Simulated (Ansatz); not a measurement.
`CB(O)O` + H₂S → `CB(O)S` + H₂O  (ligand exchange at a B–O bond)

Isolated molecules relaxed with PBE0-D4/def2-TZVP in Ansatz; ΔE leaves out vibrations. CCSD(T)/CBS is the MP2 limit (def2-TZVPP, def2-QZVPP) plus CCSD(T) − MP2 in def2-TZVPP, frozen cores. This one scheme is used for every species. DFT in def2-TZVPP. Each species was taken in one conformer, which may not be the lowest.

CCSD(T)/CBS gives +11.7 kcal/mol.

(1) Another level gave +12.4 kcal/mol. Which?
A. revPBE-D4/def2-TZVPP
B. r2SCANh/def2-TZVPP
C. CAM-B3LYP-D4/def2-TZVPP
D. PBE/def2-TZVPP

Largest T1 diagnostic among the species: 0.012.

## Answers

(1) B. r2SCANh 12.4, PBE 11.4, CAM-B3LYP-D4 14.5, revPBE-D4 9.8 kcal/mol.

Leaving LDA and LC-ωPBE aside and taking each functional with its dispersion term where it has one, the values spread over 4.7 kcal/mol, from revPBE-D4 to CAM-B3LYP-D4. LDA lies +1.0 kcal/mol from PBE without D4. At CCSD(T), def2-SVP lies +4.6 kcal/mol from the extrapolated value and def2-TZVPP +1.1 kcal/mol. The D4 term adds −1.3 kcal/mol with B3LYP and −0.7 kcal/mol with PBE0; it sums over pairs of atoms, weighted by their polarisabilities, and B3LYP, whose exchange is more repulsive, gets the larger term.

B3LYP here is the variant with VWN-RPA as its local correlation; programs differ in this.
